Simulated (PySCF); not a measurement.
Species: C3H9GaN2.
Cartesian coordinates in Å at the PBE0-D3(BJ)/def2-SVP level; atoms count from 1:
```
atom  x, y, z in Å
C1     2.5404   -0.1752    0.0144
C2     1.3449   -0.9780   -0.0907
N3     0.3615   -1.5788   -0.1640
Ga4   -1.7467   -1.2341    0.0476
C5    -1.5024    0.7347   -0.2861
N6    -0.4276    1.3119    0.5253
H7     2.1936    0.8351    0.2808
H8     3.0723   -0.1484   -0.9468
H9     3.2074   -0.5703    0.7933
H10   -2.3990   -2.1244   -1.0771
H11   -1.8969   -1.6603    1.5676
H12   -2.4852    1.2315   -0.1413
H13   -1.2541    0.8660   -1.3536
H14   -0.6159    1.1413    1.5129
H15   -0.4065    2.3275    0.4268
```

Computed with PBE0-D3(BJ)/def2-SVP geometry optimisation, gas phase in PySCF 2.14.0.

Masses are those of the commonest isotopes; rigid-rotor values at the optimised geometry. The values belong to one conformer with, in the numbering `[CH3:1][C:2]#[N+:3][GaH2-:4][CH2:5][NH2:6]`, C2–N3–Ga4–C5 22°, N3–Ga4–C5–N6 -49°, Ga4–C5–N6–H -57° and -173°.

**Question.** Give the principal moments of inertia and the rotational constants in MHz.

**Answer.** Ia = 146.77, Ib = 344.20, Ic = 463.59 u·Å²; 505379 MHz·u·Å²/I gives A = 3443, B = 1468, C = 1090 MHz.

**Question.** What kind of rotor is it?

**Answer.** An asymmetric top: κ = (2 × 1468 − 3443 − 1090)/(3443 − 1090) = -0.68.

**Question.** What does the inertial defect say?

**Answer.** Not planar: Δ = Ic − Ia − Ib = -27.38 u·Å². For a rigid frame Δ = −2 Σ m c², so Σ m c² = 13.69 u·Å² lies off the ab plane: 9.45 from hydrogen and 4.24 from heavier atoms. The atom farthest from that plane is 1.60 Å away.

**Question.** Give the other two planar moments, Paa and Pbb, and the rms extents of the mass along the axes.

**Answer.** Paa = Σ m a² = (Ib + Ic − Ia)/2 = 330.51 and Pbb = Σ m b² = (Ia + Ic − Ib)/2 = 133.08 u·Å². With the mass M = 142.00 u, the rms extents √(P/M) along a, b and c are 1.53, 0.97, 0.31 Å.

**Question.** Where do the levels up to J = 5 lie, in MHz?

**Answer.** Above 0(0,0):
J = 1: 1(0,1) 2558, 1(1,1) 4533, 1(1,0) 4912
J = 2: 2(0,2) 7626, 2(1,2) 9272, 2(1,1) 10407, 2(2,1) 16332, 2(2,0) 16381
J = 3: 3(0,3) 15109, 3(1,3) 16351, 3(1,2) 18616, 3(2,2) 24007, 3(2,1) 24248, 3(3,1) 34857, 3(3,0) 34861
J = 4: 4(0,4) 24894, 4(1,4) 25741, 4(1,3) 29494, 4(2,3) 34202, 4(2,2) 34892, 4(3,2) 45178, 4(3,1) 45206, 4(4,1) 60249, 4(4,0) 60249
J = 5: 5(0,5) 36881, 5(1,5) 37410, 5(1,4) 42972, 5(2,4) 46885, 5(2,3) 48377, 5(3,3) 58101, 5(3,2) 58211, 5(4,2) 73150, 5(4,1) 73153, 5(5,1) 92526, 5(5,0) 92526
Those of J = 1 are B + C, A + C and A + B.

**Question.** Which lines would a microwave search look for?

**Answer.** The dipole components are |μa| = 5.61 D, |μb| = 1.90 D, |μc| = 0.10 D. Intensities carry the squares of the components, which stand as 1.00 : 0.12 : 0.00 (a : b : c). Some lines, for components of 0.1 D or more:

```
type  branch         J(Ka,Kc)    MHz  lower level (cm⁻¹)
   a       Q  2(1,1) ← 2(1,2)   1134               0.309
   c       Q  2(1,2) ← 2(0,2)   1646               0.254
   c       Q  1(1,1) ← 1(0,1)   1975               0.085
   b       Q  1(1,0) ← 1(0,1)   2353               0.085
   a       R  1(0,1) ← 0(0,0)   2558               0.000
   b       Q  2(1,1) ← 2(0,2)   2781               0.254
   b       R  2(0,2) ← 1(1,1)   3092               0.151
   b       R  1(1,1) ← 0(0,0)   4533               0.000
   a       R  2(1,2) ← 1(1,1)   4739               0.151
   c       R  1(1,0) ← 0(0,0)   4912               0.000
   a       R  2(0,2) ← 1(0,1)   5068               0.085
   a       R  2(1,1) ← 1(1,0)   5495               0.164
   c       Q  2(2,1) ← 2(1,1)   5925               0.347
   b       Q  2(2,0) ← 2(1,1)   5975               0.347
   b       Q  2(2,1) ← 2(1,2)   7060               0.309
   b       R  2(2,1) ← 1(1,0)  11420               0.164
   c       R  2(2,0) ← 1(1,0)  11469               0.164
   c       R  2(2,1) ← 1(1,1)  11798               0.151
   b       R  2(2,0) ← 1(1,1)  11848               0.151
```

**Question.** Estimate the classical rotational partition function at 25 K, 50 K and 298.15 K.

**Answer.** Point group C1, symmetry number σ = 1; q = (√π/σ)·√((kT/h)³/(ABC)), k/h = 20836.6 MHz/K: 8980 at 25 K, 25400 at 50 K, 370000 at 298.15 K.

Whether it is a minimum is left open (no frequencies). Zero-point vibration and centrifugal distortion are left out. A rigid rotor knows nothing of inversion at nitrogen or internal rotation, which can split or shift real lines. Quadrupole hyperfine structure (14N, 69Ga) is left out.
